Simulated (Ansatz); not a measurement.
`F[BH][AlH][F]` + `[SiH3]S` → `[F][AlH][S][SiH3]` + `BF` at 700 K and 1 bar (cleavage of the Al–B bond).

Program: Ansatz. Geometries: PBE0-D4/def2-TZVP. ΔE: electronic, gas phase. CBS: MP2 limit from def2 TZ/QZ plus the TZ coupled-cluster correction, frozen cores. This one scheme is used for every species. One conformer a species, not always the lowest.

```csv
species,CCSD(T)/CBS energy (Eh),H − E (kJ/mol),S (J/(mol·K))
`F[BH][AlH][F]`,-467.68823,118.6,403.5
`[SiH3]S`,-689.27336,135.5,340.5
`[F][AlH][S][SiH3]`,-1031.20495,168.7,462.4
`BF`,-125.82039,88.4,262.0
```

H − E and S are ideal-gas, rigid-rotor, harmonic terms from PBE0-D4/def2-TZVP, for one conformer and one mirror image of each species. 1 Eh = 2625.50 kJ/mol, R = 8.31446 J/(mol·K).

Q: By hand: ΔE, ΔH, ΔS and ΔG.

A: ΔE = (-1031.20495) + (-125.82039) − (-467.68823) − (-689.27336) = -0.06375 Eh = -167.4 kJ/mol. Δ(H − E) = 168.7 + 88.4 − 118.6 − 135.5 = 3.0, so ΔH = -164.4 kJ/mol. ΔS = 462.4 + 262.0 − 403.5 − 340.5 = -19.6 J/(mol·K). ΔG = -164.4 − 700 × (-19.6)/1000 = -150.7 kJ/mol.

Q: By hand: the equilibrium constant, and the temperature at which ΔG would vanish if ΔH and ΔS stayed fixed.

A: log₁₀ K = −ΔG/(RT ln 10) = 11.2. ΔG = 0 at ΔH/ΔS = 8388 K, far beyond where these terms or the molecules hold.

ΔH outweighs TΔS. A doubt of 5 kJ/mol in ΔE shifts log₁₀ K by 0.4 here. Other conformers and mirror images would add mixing entropy, several J/(mol·K) or more a flexible species. Modes under 60 cm⁻¹, often nearly free rotors, make the harmonic entropy too high. These are equilibria of isolated gas molecules and say nothing of rates. Largest T1 diagnostic: 0.014 (customary marks: 0.02 for closed shells, 0.045 for open ones).
